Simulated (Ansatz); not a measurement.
TiF2Cl2 (TiCl2F2) was relaxed with B3LYP-D4 (def2-SVP) in Ansatz in these states: charge +1 doublet, neutral singlet. The geometries follow in no particular order.

A:

Cartesian coordinates in Å:
```
Ti -0.054 0.080 -0.001
F 0.497 1.667 0.407
F -1.726 0.162 -0.430
Cl 0.190 -1.236 1.717
Cl 1.093 -0.673 -1.693
```

B:

```xyz
5

Ti    0.330   -0.055   -0.050
F     1.172   -1.326    0.685
F     1.282    0.914   -1.060
Cl   -1.083    1.074    1.311
Cl   -1.701   -0.606   -0.886
```

**Question.** Judge from the bond lengths which geometry belongs to which state (an estimate).

**Answer.** A is the neutral singlet (Ti1–Cl5 2.178 Å, Ti1–Cl4 2.178 Å, Ti1–F2 1.728 Å); B is the charge +1 doublet (Ti1–Cl5 2.264 Å, Ti1–Cl4 2.264 Å, Ti1–F2 1.693 Å).
